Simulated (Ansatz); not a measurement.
Other settings, tried on Ge4⁺.

```yaml
crystal:
  periodic: [false, false, false]
  atoms:
    - {symbol: Ge, position_ang: [-0.152452, 0.622200, -1.270473]}
    - {symbol: Ge, position_ang: [1.822578, 0.704763, 0.126465]}
    - {symbol: Ge, position_ang: [-1.822426, -0.705115, -0.126649]}
    - {symbol: Ge, position_ang: [0.152300, -0.621849, 1.270667]}
basis:
  gaussian: {orbitals: def2-SVP}
total_charge: 1
magnetization: {spin_polarized: true, initial_magnetization: 1}
hamiltonian: {xc: {name: revPBE0}, dispersion: d3bjatm, pseudopotentials: {relativity: none}}
scf: {omitted_lower_state_checks: [starts]}
```

```sh
$ ansatz run in.yaml --threads 4 --pin off --events-out ev --progress --plain --max-ram 4787MiB
```

It prints (some lines left out):

```
Functional definition: revPBE0
1256 factors; integrals over basis functions are off by at most 5.7e-4 eV
mean field evaluation 1: about -226019.9527 eV, gradient 1.5e1 eV
mean field evaluation 2: about -226019.7390 eV, gradient 1.6e1 eV
mean field evaluation 4: about -226021.7226 eV, gradient 6.0e-1 eV
mean field evaluation 8: about -226021.7272 eV, gradient 8.0e-2 eV
mean field evaluation 16: about -226021.7272 eV, gradient 6.2e-5 eV
mean field -226021.72722281 eV, -8306.1452724089 hartree, gradient 2.3e-6 eV, S^2 0.760783; 0 other end points of the search recorded, 0 dependent functions left out
reference -226021.72724967 eV, -8306.1452733963 hartree; 64, 63 occupied and 64, 65 virtual orbitals, 1256 factors
Total energy: -226022.16035507 eV, -8306.1611897261 hartree
Checks for a lower state left out: starts
```

Run time 6.5 s (4 threads of Arm Neoverse V1 on a shared host), peak host memory 0.62 GiB.
